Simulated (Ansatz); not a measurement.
`FC1(F)CC1(F)F`. Total charge 0; spin multiplicity 1.

Z-matrix (Å, degrees):
```
C
F 1 1.333
C 1 1.502 2 119.1
F 1 1.333 2 110.8 3 143.8
C 1 1.481 2 119.6 3 -70.6
H 3 1.083 1 117.0 2 -2.8
H 3 1.083 1 117.0 2 143.7
F 5 1.333 1 119.6 2 -142.6
F 5 1.333 1 119.6 2 -0.0
```

(1) List the harmonic frequencies (cm⁻¹, unscaled) at PBE0-D4/def2-TZVP in Ansatz. (Best estimate.)

(2) Is this a minimum?

(3) Give the ideal-gas thermochemistry at 298.15 K and 1 bar (rigid rotor, harmonic oscillator; point group C2v, symmetry number 2).

Answers

(1) Ansatz gave: 173, 193, 296, 430, 441, 476, 495, 640, 794, 851, 878, 929, 1041, 1104, 1244, 1293, 1318, 1386, 1564, 3157, 3261.

(2) Yes, all 21 modes are real.

(3) Zero-point energy 131.4 kJ/mol; H(298) − E = 149.5 kJ/mol; entropy 319.6 J/(mol·K), of which translation 167.9, rotation 108.1, vibration 43.6; G(298) − E = 54.2 kJ/mol.
